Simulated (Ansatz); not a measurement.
Ansatz (a quantum-chemistry and plane-wave program) input:

Ansatz 0.2 input:
```yaml
crystal:
  periodic: [false, false, false]
  atoms:
    - {symbol: Sb, position_ang: [0.03058187, 0.00265843, 1.23415759]}
    - {symbol: I, position_ang: [1.01770123, -1.93327719, -0.61521398]}
    - {symbol: I, position_ang: [-1.04712907, 1.93071907, -0.57237163]}
basis:
  gaussian:
    orbitals: def2-TZVPP
hamiltonian:
  xc: pbe
total_charge: -1
magnetization: {spin_polarized: false}
correlation: {method: rpa, electrons: outside_noble_gas}
```

Problem. Predict the final energy.

Solution. -833.34966 Eh (RPA@PBE/def2-TZVPP). The basis has 150 functions.
